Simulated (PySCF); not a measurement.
## Nuclear quadrupole coupling in `C=CN1C[C@@H](OC)C=N1`

Compound: C6H10N2O.
Atom-mapped SMILES: `[CH2:1]=[CH:2][N:3]1[CH2:4][C@@H:5]([O:6][CH3:7])[CH:8]=[N:9]1` (hydrogens: H10, H11 on C1; H12 on C2; H13, H14 on C4; H15 on C5; H16, H17, H18 on C7; H19 on C8)

Structure used (GFN2-xTB), in Å, numbered top down from 1:
```
atom  x, y, z in Å
C1    -3.203    0.185   -0.319
C2    -2.443    0.472    0.734
N3    -1.102    0.228    0.835
C4    -0.261   -0.336   -0.217
C5     1.150   -0.305    0.414
O6     2.078    0.501   -0.277
C7     2.637   -0.109   -1.412
C8     0.832    0.317    1.759
N9    -0.402    0.588    1.912
H10   -2.812   -0.271   -1.211
H11   -4.253    0.407   -0.310
H12   -2.846    0.930    1.625
H13   -0.597   -1.346   -0.466
H14   -0.303    0.296   -1.110
H15    1.567   -1.319    0.533
H16    1.879   -0.325   -2.174
H17    3.360    0.598   -1.813
H18    3.147   -1.043   -1.148
H19    1.563    0.541    2.509
```

Field gradients from the PBE0/pcSseg-1 density (PySCF, non-relativistic), principal values in atomic units, ordered |Vxx| ≤ |Vyy| ≤ |Vzz|:

| atom | Vxx | Vyy | Vzz |
| --- | --- | --- | --- |
| N3 | 0.3840 | 0.7884 | -1.1724 |
| O6 | -0.0138 | -2.0199 | 2.0337 |
| N9 | 0.6381 | 0.6424 | -1.2805 |

Find the asymmetry η = (Vxx − Vyy)/Vzz and the couplings χ = eQV/h (234.96 MHz × Q in barn × V in au), with Q(14N) = 0.02044 b, Q(17O) = −0.0256 b.

```json
{"atom": "N3", "environment": "nitrogen bonded to 2 C and N", "nucleus": "14N", "η": "0.34", "χzz (MHz)": "-5.63", "χxx (MHz)": "1.84", "χyy (MHz)": "3.79"}
{"atom": "O6", "environment": "ether oxygen", "nucleus": "17O", "η": "0.99", "χzz (MHz)": "-12.23", "χxx (MHz)": "0.08", "χyy (MHz)": "12.15"}
{"atom": "N9", "environment": "C=N nitrogen", "nucleus": "14N", "η": "0.00", "χzz (MHz)": "-6.15", "χxx (MHz)": "3.06", "χyy (MHz)": "3.09"}
```

The gradient is axial or nearly so (η below 0.05) at N9. At O6 η is above 0.9: Vyy and Vzz are nearly equal in size and opposite in sign, so a small change could swap them and flip the sign of χzz. 

What is Vzz at N9 in SI units (1 au = 9.71736 × 10²¹ V/m²)?

-1.2805 au = -12.443 × 10²¹ V/m².

And the gradient at the other heavy atoms, for which no coupling is worked out here?

| atom | environment | Vzz (au) | η |
| --- | --- | --- | --- |
| C1 | terminal =CH2 carbon | 0.109 | 0.55 |
| C2 | vinylic carbon bearing nitrogen | -0.348 | 0.34 |
| C4 | sp3 carbon bound to nitrogen | 0.269 | 0.24 |
| C5 | sp3 carbon bound to oxygen | 0.299 | 0.50 |
| C7 | methoxy carbon | 0.375 | 0.12 |
| C8 | C=N carbon | -0.146 | 0.84 |

What couplings would deuterons (Q(2H) = 0.00286 b) have in place of the hydrogens, at this geometry?

```tsv
atom	bonded to	bond length (Å)	Vzz (au)	η	χzz (kHz)
H10	C1	1.075	0.3462	0.10	233
H11	C1	1.073	0.3488	0.09	234
H12	C2	1.080	0.3210	0.08	216
H13	C4	1.092	0.2972	0.03	200
H14	C4	1.095	0.2930	0.05	197
H15	C5	1.103	0.2757	0.06	185
H16	C7	1.096	0.2912	0.08	196
H17	C7	1.088	0.3066	0.06	206
H18	C7	1.097	0.2891	0.08	194
H19	C8	1.070	0.3475	0.08	233
```

Geometry: GFN2-xTB, one conformer, isolated molecule. GFN2-xTB bond lengths can be off by several hundredths of an ångström, more for odd bonds, and the gradients follow them. A larger basis could move these couplings by a tenth or more.

The run behind these numbers computed NMR shieldings as well. Rough CPU time on one thread of a shared machine: about 1.6 min.
